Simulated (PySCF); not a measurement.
First SCF of a structure search on triplet FeSe₂, at a hand-made end-on geometry. PySCF input:

```python
from pyscf import gto, scf, dft
mol = gto.M(atom='''
Fe     0.000000     0.000000     0.000000
Se     0.000000     0.000000     2.389600
Se     2.035800     0.000000     3.559600''',
    basis={'Fe': 'def2-SVP', 'Se': 'def2-SVP'},
    charge=0, spin=2)
mf = dft.UKS(mol, xc='B3LYP')
mf.grids.atom_grid = (50, 194)
aux = {'Fe': 'def2-universal-JKFIT', 'Se': 'def2-universal-JKFIT'}
mf = mf.density_fit(auxbasis=aux)
mf.conv_tol = 1e-08
mf.diis_space = 10
mf.max_cycle = 60
mf.init_guess = 'minao'
mf.verbose = 4
mf.kernel()
```

Excerpt of the output (cycles alone); where DIIS stalls, ADIIS, DIIS with a small level shift and a second-order solver take over in turn:

```
init E= -6063.52433419889
cycle= 1 E= -6051.86481727073  delta_E= 11.7  |g|= 2.88  |ddm|= 5.66
cycle= 2 E= -6021.16197400699  delta_E= 30.7  |g|= 4.22  |ddm|= 10.1
cycle= 3 E= -6058.4928967749  delta_E= -37.3  |g|= 3.55  |ddm|= 8.25
cycle= 4 E= -6057.55912225135  delta_E= 0.934  |g|= 3.63  |ddm|= 2.59
cycle= 5 E= -6057.7533239863  delta_E= -0.194  |g|= 3.63  |ddm|= 0.327
cycle= 6 E= -6058.66458783182  delta_E= -0.911  |g|= 3.53  |ddm|= 1.01
cycle= 7 E= -6056.56735207317  delta_E=  2.1  |g|= 3.72  |ddm|= 1.57
cycle= 8 E= -6055.85177384466  delta_E= 0.716  |g|= 3.78  |ddm|= 0.456
cycle= 9 E= -6055.87064517581  delta_E= -0.0189  |g|= 3.78  |ddm|= 0.128
cycle= 10 E= -6055.84756663602  delta_E= 0.0231  |g|= 3.81  |ddm|= 0.27
cycle= 11 E= -6055.53225431969  delta_E= 0.315  |g|= 3.85  |ddm|= 0.564
cycle= 12 E= -5962.48350737194  delta_E=   93  |g|= 6.58  |ddm|= 12.8
cycle= 13 E= -6050.8857735666  delta_E= -88.4  |g|= 4.18  |ddm|= 13.2
... 38 lines left out ...
cycle= 52 E= -6066.13134740719  delta_E= 0.000214  |g|= 0.017  |ddm|= 0.0516
cycle= 53 E= -6066.13136761019  delta_E= -2.02e-05  |g|= 0.0145  |ddm|= 0.0246
cycle= 54 E= -6066.13089145511  delta_E= 0.000476  |g|= 0.0136  |ddm|= 0.142
cycle= 55 E= -6066.13085310387  delta_E= 3.84e-05  |g|= 0.00808  |ddm|= 0.0624
cycle= 56 E= -6066.13050874132  delta_E= 0.000344  |g|= 0.021  |ddm|= 0.154
cycle= 57 E= -6066.1306915563  delta_E= -0.000183  |g|= 0.0107  |ddm|= 0.0332
cycle= 58 E= -6066.13064569703  delta_E= 4.59e-05  |g|= 0.0146  |ddm|= 0.0834
cycle= 59 E= -6066.13076014212  delta_E= -0.000114  |g|= 0.00389  |ddm|= 0.037
cycle= 60 E= -6066.13077630127  delta_E= -1.62e-05  |g|= 0.00118  |ddm|= 0.016
SCF not converged.
init E= -6063.52433419889
cycle= 1 E= -6051.86481727073  delta_E= 11.7  |g|= 2.88  |ddm|= 5.66
cycle= 2 E= -6021.16197400699  delta_E= 30.7  |g|= 4.22  |ddm|= 10.1
cycle= 3 E= -6057.81119198082  delta_E= -36.6  |g|= 3.62  |ddm|= 8.07
cycle= 4 E= -6064.52033677075  delta_E= -6.71  |g|= 1.49  |ddm|= 2.77
cycle= 5 E= -6063.59513263671  delta_E= 0.925  |g|= 1.89  |ddm|=  3.4
cycle= 6 E= -6065.48810621831  delta_E= -1.89  |g|= 1.17  |ddm|= 2.54
cycle= 7 E= -6064.27281574829  delta_E= 1.22  |g|= 1.82  |ddm|= 2.29
cycle= 8 E= -6065.87028681874  delta_E= -1.6  |g|= 0.569  |ddm|= 1.56
cycle= 9 E= -6065.90141896357  delta_E= -0.0311  |g|= 0.536  |ddm|= 1.28
cycle= 10 E= -6066.1067471769  delta_E= -0.205  |g|= 0.184  |ddm|= 0.87
cycle= 11 E= -6065.98434771946  delta_E= 0.122  |g|= 0.59  |ddm|= 0.84
cycle= 12 E= -6066.12897453139  delta_E= -0.145  |g|= 0.112  |ddm|= 0.59
cycle= 13 E= -6066.10818466705  delta_E= 0.0208  |g|= 0.235  |ddm|= 0.537
cycle= 14 E= -6066.13851378749  delta_E= -0.0303  |g|= 0.0715  |ddm|= 0.308
cycle= 15 E= -6066.12252534632  delta_E= 0.016  |g|= 0.224  |ddm|= 0.341
cycle= 16 E= -6066.14111031972  delta_E= -0.0186  |g|= 0.0507  |ddm|= 0.195
cycle= 17 E= -6066.14132735098  delta_E= -0.000217  |g|= 0.0508  |ddm|= 0.131
cycle= 18 E= -6066.1424511793  delta_E= -0.00112  |g|= 0.0343  |ddm|= 0.107
cycle= 19 E= -6066.14135413886  delta_E= 0.0011  |g|= 0.0541  |ddm|= 0.115
cycle= 20 E= -6066.14329098891  delta_E= -0.00194  |g|= 0.0128  |ddm|= 0.0875
SCF not converged.
init E= -6066.14329098891
cycle= 1 E= -6066.1433446781  delta_E= -5.37e-05  |g|= 0.0172  |ddm|= 0.0406
cycle= 2 E= -6066.14319765005  delta_E= 0.000147  |g|= 0.0312  |ddm|= 0.0542
cycle= 3 E= -6066.14361485321  delta_E= -0.000417  |g|= 0.00958  |ddm|= 0.0236
cycle= 4 E= -6066.14371105912  delta_E= -9.62e-05  |g|= 0.00597  |ddm|= 0.0167
cycle= 5 E= -6066.14380235803  delta_E= -9.13e-05  |g|= 0.00291  |ddm|= 0.0234
cycle= 6 E= -6066.14389572157  delta_E= -9.34e-05  |g|= 0.00312  |ddm|= 0.0302
cycle= 7 E= -6066.1439443815  delta_E= -4.87e-05  |g|= 0.00185  |ddm|= 0.0171
cycle= 8 E= -6066.144001319  delta_E= -5.69e-05  |g|= 0.00574  |ddm|= 0.0325
cycle= 9 E= -6066.14404707835  delta_E= -4.58e-05  |g|= 0.00274  |ddm|= 0.018
cycle= 10 E= -6066.14407475622  delta_E= -2.77e-05  |g|= 0.00214  |ddm|= 0.0145
cycle= 11 E= -6066.14410206068  delta_E= -2.73e-05  |g|= 0.00162  |ddm|= 0.0139
cycle= 12 E= -6066.1441241725  delta_E= -2.21e-05  |g|= 0.00136  |ddm|= 0.0112
cycle= 13 E= -6066.14414197456  delta_E= -1.78e-05  |g|= 0.00121  |ddm|= 0.00899
cycle= 14 E= -6066.14413807968  delta_E= 3.89e-06  |g|= 0.00148  |ddm|= 0.00241
cycle= 15 E= -6066.1441387055  delta_E= -6.26e-07  |g|= 0.00143  |ddm|= 0.000812
cycle= 16 E= -6066.14413893012  delta_E= -2.25e-07  |g|= 0.00147  |ddm|= 0.00037
cycle= 17 E= -6066.14413415959  delta_E= 4.77e-06  |g|= 0.00158  |ddm|= 0.00236
cycle= 18 E= -6066.1441185208  delta_E= 1.56e-05  |g|= 0.00178  |ddm|= 0.00777
cycle= 19 E= -6066.1441138715  delta_E= 4.65e-06  |g|= 0.00157  |ddm|= 0.00245
cycle= 20 E= -6066.1441225085  delta_E= -8.64e-06  |g|= 0.00134  |ddm|= 0.00428
cycle= 21 E= -6066.14412211951  delta_E= 3.89e-07  |g|= 0.00151  |ddm|= 0.000751
cycle= 22 E= -6066.14412313081  delta_E= -1.01e-06  |g|= 0.0015  |ddm|= 0.000624
cycle= 23 E= -6066.14413008526  delta_E= -6.95e-06  |g|= 0.00135  |ddm|= 0.00344
cycle= 24 E= -6066.14412981765  delta_E= 2.68e-07  |g|= 0.00143  |ddm|= 0.000677
cycle= 25 E= -6066.1441300119  delta_E= -1.94e-07  |g|= 0.00142  |ddm|= 0.000486
cycle= 26 E= -6066.14412131277  delta_E= 8.7e-06  |g|= 0.00159  |ddm|= 0.00431
cycle= 27 E= -6066.1441195549  delta_E= 1.76e-06  |g|= 0.0015  |ddm|= 0.00105
cycle= 28 E= -6066.14412663301  delta_E= -7.08e-06  |g|= 0.00133  |ddm|= 0.00351
cycle= 29 E= -6066.14414447749  delta_E= -1.78e-05  |g|= 0.00117  |ddm|= 0.00892
cycle= 30 E= -6066.14415151275  delta_E= -7.04e-06  |g|= 0.00129  |ddm|= 0.00355
SCF not converged.
macro= 0  E= -6066.14480305358  delta_E= -0.000651541  |g|= 0.00128801  2 KF 10 JK
macro= 1  E= -6066.14542116719  delta_E= -0.000618114  |g|= 0.0107401  2 KF 8 JK
macro= 2  E= -6066.14577265455  delta_E= -0.000351487  |g|= 0.0229145  2 KF 6 JK
macro= 3  E= -6066.14585352439  delta_E= -8.08698e-05  |g|= 5.95527e-05  4 KF 17 JK
macro= 4  E= -6066.14585352438  delta_E= 1.18234e-11  |g|= 2.98219e-05  1 KF 2 JK
macro X = 5  E=-6066.14585352438  |g|= 2.98219e-05  total 12 KF 49 JK
converged SCF energy = -6066.14585352438  <S^2> = 3.3101899  2S+1 = 3.7736931
```

No lower solution of this spin was found by a stability analysis within the unrestricted form.

Other spin states or occupations of the open shell can lie lower.

The search for the lowest solution, with the stability check, took 57 s on 2 threads of a shared Arm Neoverse N1 host, with 95 basis functions; the process peaked at 0.33 GiB.
